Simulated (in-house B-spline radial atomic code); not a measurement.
Values are calculated unless marked as measured or tabulated.
# Softness against transferability: the 5s channel of Tc

Tc, [Kr] 4d5 5s2, non-relativistic LDA (VWN5), spherical and spin-unpolarised, from an all-electron radial atomic-structure program (B-spline basis) (atomic units). The all-electron 5s level is ε = -0.183637 hartree, its outermost node lies just inside 1.32 bohr and its outer maximum at 2.79 bohr.

Troullier-Martins pseudo-orbitals are made for several radii. The cutoffs (hartree) are the plane-wave energies beyond which the orbital holds less than the named kinetic energy per electron. The phase error is the difference, pseudo minus all-electron, of arctan(R P'/P) at R = 3.9 bohr for all radii, half a hartree below and above the level.

| r_c (bohr) | V_l(0) (hartree) | cutoff for 10 mEh | for 1 mEh | for 0.1 mEh | phase error at ε − 0.5 (mrad) | at ε + 0.5 (mrad) |
| --- | --- | --- | --- | --- | --- | --- |
| 2.1 | -2.30 | 5.51 | 11.3 | 25.9 | -0.9 | -39.7 |
| 2.43 | 0.75 | 1.77 | 5.64 | 11.9 | -0.5 | -11.5 |
| 2.79 | 1.29 | 1.77 | 5.25 | 7.84 | -0.5 | -9.4 |
| 3.16 | 0.77 | 1.62 | 4.62 | 7.07 | -0.8 | -16.6 |
| 3.52 | 0.34 | 1.41 | 2.69 | 5.92 | -1.7 | -36.5 |
| 3.6 | 0.27 | 1.34 | 2.51 | 5.64 | -2.1 | -43.2 |

**Question.** Which radius needs the lowest cutoff for 0.1 mEh while both phase errors stay within 36.6 mrad?

**Answer.** The radii within that limit are 2.43, 2.79, 3.16, 3.52 bohr; of these r_c = 3.52 needs the least, 5.92 hartree, that is 11.8 Ry or 161 eV.

**Question.** What does the larger radius buy, and what does it cost?

**Answer.** From r_c = 2.1 to 3.6 bohr the cutoff for 1 mEh goes from 11.3 to 2.51 hartree, a factor of 4.50, against 2.94 for a pure 1/r_c² scaling, end to end; step by step it is 11.3, 5.64, 5.25, 4.62, 2.69, 2.51, and for 0.1 mEh 25.9, 11.9, 7.84, 7.07, 5.92, 5.64; the number of plane waves goes as the cutoff to the power 3/2, here a factor of 9.6. The larger of the two phase errors is least at r_c = 2.79 bohr, 9.4 mrad; it is 39.7 at the smallest radius and 43.2 at the largest. These errors test the reference atom alone. The smallest radius lies well inside the outer maximum, where the nodeless form must bend sharply to keep the norm, so it is both harder and scatters less well than the next. Large radii also let the cores of neighbours overlap, which an atom doesn't show.
